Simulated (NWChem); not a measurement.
System: Si₂H₄OClF; SMILES Cl[SiH2]O[SiH2]F

```xyz
9

Si    -0.0088    -1.7573    -0.5081
F     -0.9170    -2.0804     0.8107
O      0.9957    -0.4708    -0.1722
Si     0.9239     1.1096     0.3548
Cl    -0.9123     1.9340    -0.1687
H     -0.9369    -1.4196    -1.6304
H      0.8658    -2.9355    -0.7833
H      2.0067     1.8753    -0.3342
H      1.0493     1.1604     1.8444
```
Atoms are numbered in this order, from 1.

Program: NWChem. Pople sets run with spherical d functions. Geometry: optimised at PBE-D3(BJ)/def2-SVP. Total energies compare along this basis series because the functional is fixed.

| level | basis functions | energy (Ha) | highest occupied level (eV) | orbital gap (eV) | dipole (D) | relative time |
|---|---|---|---|---|---|---|
| CAM-B3LYP/STO-3G | 41 | -1202.4134 | -6.37 | 12.26 | 2.55 | 1 |
| CAM-B3LYP/3-21G | 65 | -1210.5201 | -10.33 | 11.75 | 2.17 | 3 |
| CAM-B3LYP/6-31G* | 90 | -1216.7593 | -10.33 | 11.72 | 1.73 | 10 |
| CAM-B3LYP/6-31+G* | 110 | -1216.7782 | -10.47 | 11.01 | 1.79 | 20 |
| CAM-B3LYP/6-311G** | 138 | -1216.9070 | -10.49 | 11.57 | 1.86 | 20 |
| CAM-B3LYP/6-311++G** | 162 | -1216.9154 | -10.50 | 11.00 | 1.81 | 50 |

Relative times are rough (shared machine, one core).
